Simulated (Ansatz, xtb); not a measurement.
C6H8O2: which of two isomers lies lower

We compare I, `O=C1C=C[C@H](O)CC1`, a singlet, with II, `C[C@@H]1CCC(=O)C1=O`, a singlet. Both are isolated molecules in the gas phase, relaxed with r2SCAN-D4/def2-SVP; each stands in its lowest conformer found.

Quicker runs give these differences E(II) − E(I): GFN2-xTB −5.1 kcal/mol; HF/STO-3G −21.4 kcal/mol (at GFN2-xTB geometries); r2SCAN-D4/def2-SVP//GFN2-xTB −5.5 kcal/mol.

**Question.** Estimate E(II) − E(I) at the level CCSD(T)/def2-SVP + ΔMP2/def2-TZVPP.

**Answer.** Calculated at CCSD(T)/def2-SVP + ΔMP2/def2-TZVPP: E(II) − E(I) = −2.3 kcal/mol, so structure II lies lower.

The same difference at several levels:

```csv
level,geometry,E(II) − E(I) (kcal/mol),departure from the last row (kcal/mol),"job, with rough time for the two"
GFN2-xTB,GFN2-xTB,−5.1,−2.8,"optimisation, 0.12 s"
HF/STO-3G,GFN2-xTB,−21.4,−19.1,"single point, 0.36 s"
r2SCAN-D4/def2-SVP//GFN2-xTB,GFN2-xTB,−5.5,−3.2,"single point, 3.9 s"
r2SCAN-D4/def2-SVP,r2SCAN-D4/def2-SVP,−5.5,−3.2,"optimisation, 38 s"
HF/def2-SVP,r2SCAN-D4/def2-SVP,−4.3,−2.0,part of the CCSD(T) run
MP2/def2-SVP,r2SCAN-D4/def2-SVP,−7.9,−5.6,part of the CCSD(T) run
CCSD(T)/def2-SVP,r2SCAN-D4/def2-SVP,−6.9,−4.6,single point
CCSD(T)/def2-SVP + ΔMP2/def2-TZVPP,r2SCAN-D4/def2-SVP,−2.3,,"single point, 1.7 min"
```

As drawn, II has 1 C–C, 1 C=O, 1 C–H in place of 1 C=C, 1 C–O, 1 O–H. Structure I has a 6-membered ring, II a 5-membered ring.

The levels shown agree on the order. The largest departure from CCSD(T)/def2-SVP + ΔMP2/def2-TZVPP is that of HF/STO-3G, 19.1 kcal/mol. The last row adds to CCSD(T) the change of the MP2 difference between the two basis sets, here +4.6 kcal/mol, a large step that makes the value less sure.

With thermal terms from frequencies at re-optimised GFN2-xTB minima (ideal gas, soft modes damped towards free rotors, one conformer each, 298.15 K, 1 atm): the zero-point term adds +0.1 kcal/mol; ΔH is −1.9 and ΔG −2.6 kcal/mol.

The correlated steps freeze 8 core orbitals. Codes used: Ansatz 0.2.0, xtb 6.7.1; the last row on 4 threads of Arm Neoverse V2 on a shared host.
